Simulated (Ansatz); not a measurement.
Cartesian coordinates in Å:
```
B -0.423 2.328 1.407
C 0.246 0.995 1.086
C -0.357 0.097 0.288
C 0.179 -1.229 -0.116
C 0.284 -1.369 -1.633
H -1.499 2.566 0.932
H 0.093 3.143 2.117
H 1.224 0.728 1.488
H -1.334 0.355 -0.123
H -0.497 -2.006 0.264
H 1.153 -1.395 0.353
H -0.687 -1.219 -2.110
H 0.976 -0.632 -2.045
H 0.642 -2.363 -1.907
```

Charge 0, multiplicity 1.

Problem. List the r2SCAN/def2-TZVPP orbital energies in eV (Ansatz). (An estimate is asked.)

Solution. The calculation gave: Occupied: -273.82, -273.42, -273.13, -272.55, -179.86, -21.32, -19.23, -16.54, -14.48, -12.75, -11.56, -11.52, -10.19, -9.85, -9.42, -8.77, -7.87, -7.80, -7.10. Lowest empty: -2.48, 0.62, 1.35, 1.81, 2.29, 2.60, 3.08, 3.21.
